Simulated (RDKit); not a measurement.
Input for RDKit: MMFF94 on CH4 (SMILES C).

```python
from rdkit import Chem
from rdkit.Chem import AllChem, rdDetermineBonds

blocks = [
'''5

C     0.00000000    0.00000000   -0.00000000
H     0.62892441    0.62892441    0.62892441
H    -0.62892441   -0.62892441    0.62892441
H     0.62892442   -0.62892442   -0.62892441
H    -0.62892442    0.62892442   -0.62892441
''',
]
mol = None
for b in blocks:
    f = Chem.MolFromXYZBlock(b)
    rdDetermineBonds.DetermineBonds(f, charge=0)
    mol = f if mol is None else Chem.CombineMols(mol, f)
Chem.SanitizeMol(mol)
print(Chem.MolToSmiles(Chem.RemoveHs(mol)))
ff = AllChem.MMFFGetMoleculeForceField(mol, AllChem.MMFFGetMoleculeProperties(mol), nonBondedThresh=100.0, ignoreInterfragInteractions=False)
e = ff.CalcEnergy()
print(f'MMFF94 energy {e:.6f} kcal/mol')
```

It printed:

```
C
MMFF94 energy 0.037806 kcal/mol
```

The run finished.

Cost: around 0.010 core-seconds (rough).
